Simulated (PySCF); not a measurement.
A side-by-side comparison of computed properties.

First species: C₂H₉PSi₂.
Z-matrix (Å and degrees, GFN2-xTB geometry), rows numbered from 1:
```
Si
C   1  1.8830
C   2  1.3308  1  126.16
Si  3  1.8851  2  124.05  1  -179.23
P   4  2.2428  3  106.02  2     0.56
H   1  1.4636  2  109.19  3     3.59
H   1  1.4645  2  108.77  3   124.12
H   1  1.4656  2  108.86  3  -116.50
H   2  1.0891  1  116.49  3  -179.75
H   3  1.0836  2  118.80  1     0.12
H   4  1.4686  3  111.35  2   116.95
H   4  1.4712  3  110.22  2  -122.68
H   5  1.3831  4   95.34  3   -76.16
H   5  1.3818  4   95.05  3  -168.95
```

Second species: C5H10N2.
Structure used (GFN2-xTB), in Å, numbered top down from 1:
```
atom  x, y, z in Å
C1     3.1062    0.8682    0.6282
C2     1.7959    0.2422    0.9436
N3     0.7169    0.8442    0.7318
C4    -0.5363    0.2103    1.0284
C5    -1.3266    0.0814   -0.2357
N6    -1.8869   -0.9967   -0.5414
C7    -2.6378   -1.1070   -1.7521
H8     3.7182    0.9200    1.5276
H9     3.6380    0.2577   -0.1007
H10    2.9575    1.8667    0.2281
H11    1.8366   -0.7714    1.3740
H12   -0.4305   -0.7785    1.5004
H13   -1.0829    0.8793    1.7044
H14   -1.3553    0.9851   -0.8609
H15   -3.6625   -1.3771   -1.4940
H16   -2.6414   -0.1874   -2.3534
H17   -2.2162   -1.9247   -2.3381
```

Levels: PBE0/def2-SVPD for dipole moment, HOMO energy, LUMO energy, HOMO–LUMO gap, static isotropic polarisability and electronic spatial extent ⟨r²⟩ about the centre of nuclear charge; TDDFT PBE0/def2-SVPD for lowest singlet excitation; TDA PBE0/def2-SVPD for lowest triplet excitation (Tamm–Dancoff); GFN2-xTB for rotational constant A and rotational constant C. Geometries: GFN2-xTB. All species are isolated and taken at one optimised geometry, non-relativistic unless stated. Electronic properties by PySCF.

The conformers computed, where there is a choice (atom-mapped SMILES and torsion angles):
- `[SiH3:1]/[CH:2]=[CH:3]/[SiH2:4][PH2:5]`: C2–C3–Si4–P5 1°, H–P5–Si4–C3 -76°, H–P5–Si4–C3 -169°
- `[CH3:1]/[CH:2]=[N:3]/[CH2:4]/[CH:5]=[N:6]/[CH3:7]`: C2–N3–C4–C5 -119°, N3–C4–C5–N6 133°

Task: Which has the higher LUMO energy?

Result: The second: -0.28 eV against -0.91 eV, a difference of 0.63 eV.

Task: Which of the two has the higher rotational constant C, and by how much?

Result: The second: 0.951 GHz against 0.798 GHz, a difference of 0.153 GHz.

Task: Which has the higher T1 energy?

Result: The second: 4.24 eV against 4.13 eV, a difference of 0.11 eV.

Task: Which of the two has the higher HOMO–LUMO gap, and by how much?

Result: The second: 6.75 eV against 6.55 eV, a difference of 0.20 eV.

Task: Which of the two has the higher S1 energy, and by how much?

Result: The first: 5.48 eV against 5.03 eV, a difference of 0.45 eV.

Task: Which of the two has the higher dipole moment, and by how much?

Result: The second: 0.84 D against 0.72 D, a difference of 0.12 D.

Task: Which has the higher static isotropic polarisability?

Result: The first: 108.5 au against 81.2 au, a difference of 27.3 au.

Task: Which has the higher ⟨r²⟩?

Result: The first: 1411 bohr² against 1259 bohr², a difference of 152 bohr².

On the first: In atomic units the dipole is 0.28 e·bohr (1 au = 2.5417 D). The 6 singlets span 5.48 to 6.98 eV, and their oscillator strengths add up to 0.74.

On the second: The vertical singlet–triplet gap S1 − T1 is 0.79 eV (TDDFT singlet less Tamm–Dancoff triplet; S1: HOMO→LUMO, weight 0.78; T1: HOMO→LUMO, weight 0.66). The polarisability is 12.04 Å³ as a volume (1 au = 0.148185 Å³), or 1.50 au for each of the 54 electrons.
